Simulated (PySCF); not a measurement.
## How methods differ on the excitation energy of Nb

Nb [Kr] 4d4 5s1 (6D) → Nb [Kr] 4d4 5p1 (high-spin determinant), as a difference of total energies. All numbers are calculated (PySCF 2.14, a scalar-relativistic core potential, in aug-cc-pVDZ-PP with ECP28MDF). Correlated levels: valence: 4s2 4p6 frozen. The calculations carry no spin-orbit coupling.

```
           method  excitation energy (eV)
              UHF                   2.677
              LDA                   3.129
             PBE0                   2.945
             MN15                   3.030
        BHandHLYP                   2.850
          r2SCANh                   3.127
             BLYP                   2.992
    MP2 (valence)                   2.871
SCS-MP2 (valence)                   2.742
```

Problem. Estimate what r2SCAN gives.

Solution. 3.159 eV, closest to LDA among the rows shown.

Problem. Estimate what PBE gives.

Solution. 3.010 eV, closest to BLYP among the rows shown.

The determinant of the upper state mixes LS terms, which raises its energy above the lowest term, most at the Hartree-Fock and MP2 levels.
